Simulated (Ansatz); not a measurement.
Relaxation of BBrClF₂H (6 atoms, charge 0, multiplicity 1), to a largest force component of 0.03 eV/Å in at most 50 steps.

These are results of RKS revPBE-D4/def2-SVP (Ansatz 0.2.0), not measurements.

```xyz
6
Properties=species:S:1:pos:R:3:forces:R:3
B -0.009 0.264 0.054 -0.04 0.26 0.97
Cl -0.034 0.656 1.841 0.02 -0.17 -0.94
F 1.149 0.206 -0.578 0.07 -0.01 -0.02
F -1.151 0.150 -0.599 -0.05 -0.01 -0.01
Br 0.075 -2.883 0.827 0.05 0.79 1.01
H 0.125 -1.907 1.973 -0.05 -0.87 -1.01
```

Question: Where does it end, and by what steps?

Answer: The forces met the threshold. After 9 steps the energy has fallen by 0.087 eV; H6 moved furthest, 0.16 Å.

| step | energy less start (eV) | largest force component (eV/Å) | accepted |
| --- | --- | --- | --- |
| 0 | 0.0000 | 1.007 | yes |
| 1 | -0.0460 | 0.768 | yes |
| 2 | -0.0431 | 0.703 | no |
| 3 | -0.0790 | 0.294 | yes |
| 4 | -0.0801 | 0.390 | yes |
| 5 | -0.0852 | 0.078 | yes |
| 6 | -0.0864 | 0.061 | yes |
| 7 | -0.0865 | 0.051 | yes |
| 8 | -0.0867 | 0.032 | yes |
| 9 | -0.0868 | 0.020 | yes |

```xyz
6
Properties=species:S:1:pos:R:3
B -0.012 0.339 0.056
Cl -0.035 0.746 1.779
F 1.143 0.244 -0.588
F -1.150 0.189 -0.606
Br 0.086 -2.966 0.880
H 0.124 -2.065 1.998
```

Whether the end is a true minimum wasn't checked by a vibrational analysis.

Run time: 18 s on 2 threads of Arm Neoverse V1 (shared host), peak memory 0.15 GiB.
